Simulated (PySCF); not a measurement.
Al(3+) (aluminium, charge +3) across methods

[Ne], closed-shell 1S. Computed with PySCF 2.14 in def2-TZVPPD (6s5p4d1f, 48 functions), with no relativity, point nucleus.

```csv
method,E (hartree),mean ε 1s (eV),mean ε 2s (eV),mean ε 2p (eV),Σ⟨r²⟩ (bohr²),⟨S²⟩
BLYP,-240.4025,-1544.5,-141.97,-104.15,3.692,0.000
r2SCAN,-240.3867,-1553.3,-145.56,-105.72,3.657,0.000
revPBE,-240.3502,-1543.6,-142.20,-104.06,3.683,0.000
wB97X,-240.4239,-1560.9,-150.14,-110.67,3.652,0.000
UHF,-239.99482,-1627.0,-167.38,-121.70,3.637,0.000
LDA,-239.3374,-1535.9,-141.46,-104.17,3.697,0.000
PBE,-240.2570,-1543.2,-142.12,-104.11,3.686,0.000
PBE0,-240.2864,-1564.3,-148.77,-108.83,3.669,0.000
B3LYP,-240.4061,-1560.8,-147.42,-108.10,3.678,0.000
```
